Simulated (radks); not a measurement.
Effect of the nuclear size on the sulfur ion S9+, [He] 2s2 2p3. All-electron calculation, Dirac Kohn-Sham, PBE, spin-unpolarised, spherical densities, finite nucleus; open shells fill j = l - 1/2 first; Fermi nuclear charge, rms radius 3.2611 fm. Program: a radial shooting solver on a logarithmic mesh with Libxc functionals. The rms radius is varied about that value; shifts are against it.

rms radius (fm)  total energy shift (eV)  density at nucleus (e/bohr^3)  1s1/2 shift (meV)  2s1/2 shift (meV)
2.8469                          -0.00245                           2984              -1.02             -0.088
3.0296                          -0.00141                           2980             -0.585             -0.051
3.2611                                 0                           2977              0.000              0.000
3.5611                           0.00198                           2972              0.821              0.071
3.7666                           0.00343                           2969               1.42              0.124

Slopes of the eigenvalues against <r^2> in GHz/fm^2, as finite differences over the two radii next to the reference (eigenvalue slopes, not the field-shift constants of lines): 1s1/2 97.1, 2s1/2 8.44.
